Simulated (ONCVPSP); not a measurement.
# Before and after: ONCV potential for As (Z = 33)

ONCVPSP 4.0.1 input, shortened (lines: element, Z, core and valence counts, functional; n l f; lmax; l rc ep ncon nbas qcut; lloc lpopt rc5 dvloc0; l nproj debl; icmod fcfact rcfact), LDA (Perdew-Zunger), scalar-relativistic:

```
  As 33.00    6    2        3      upf
    1    0    2.00
    2    0    2.00
    2    1    6.00
    3    0    2.00
    3    1    6.00
    3    2   10.00
    4    0    2.00
    4    1    3.00
    1
    0    1.50    0.00    4    8    4.80
    1    1.60    0.00    4    8    5.40
    4    5    1.05    0.00
    0    2    2.30
    1    2    3.40
    3    5.25    1.65
```

All-electron outer shells of the reference configuration (LDA (Perdew-Zunger), scalar-relativistic, ld1.x):

| shell | level (eV) | outermost node (bohr) | outermost maximum (bohr) |
| --- | --- | --- | --- |
| 3p | -133.41 | 0.22 | 0.52 |
| 3d | -40.89 | – | 0.47 |
| 4s | -14.70 | 0.73 | 1.61 |
| 4p | -5.35 | 0.78 | 1.97 |

Change: s: qcut 5; p: qcut 5.7.

Cutoffs: the cutoffs (Ha) at which the residual kinetic energy of the hardest occupied pseudo-wave falls to 1 and 0.1 mHa per electron; they do not see the model core or the augmentation charge, which bear on the density cutoff. Errors are all-electron minus pseudo energies relative to the spin-unpolarised reference configuration.

Question: What does the change do?

Answer: The potential gets neither clearly harder nor softer (10 Ha and 17 Ha → 10 Ha and 13 Ha); the errors of the 4 common tests hardly move; the range in which the s phases agree widens (upper end 1.0 → at the end of the scan); neither file shows a bound ghost.

| quantity | base | changed |
| --- | --- | --- |
| cutoff, loose | 10 Ha | 10 Ha |
| cutoff, tight | 17 Ha | 13 Ha |
| loose cutoff by channel | s 10 Ha, p 9.0 Ha | s 10 Ha, p 9.1 Ha |
| bound ghosts | none | none |
| GHOST(+) flags under 300 eV | s at 27.4 eV, p at 161.5 eV | s at 25.4 eV, p at 161.3 eV |
| error for 4s2 4p2, meV [ΔE 9.33 eV] | -21 | -21 |
| error for 4s2 4p1, meV [ΔE 27.49 eV] | -136 | -136 |
| error for 4s2 4p0, meV [ΔE 55.53 eV] | -471 | -471 |
| error for 4s1 4p4, meV [ΔE 9.48 eV] | -8.0 | -7.9 |
| s: phases at 1.52 bohr within 0.05 rad from the reference energy up to (Ha; the scan ends near 5) | 1.0 | to the end of the scan |
| p: phases at 1.62 bohr within 0.05 rad from the reference energy up to (Ha; the scan ends near 5) | to the end of the scan | to the end of the scan |
| rms error of d²Exc/dni dnj with the model core, mHa | 3.42 | 3.42 |

Base: The cutoffs count occupied waves only; projector 2 of the p channel, the hardest unoccupied one, needs 81 Ha at the loose tolerance. Changed file: The cutoffs count occupied waves only; projector 2 of the p channel, the hardest unoccupied one, needs 72 Ha at the loose tolerance.
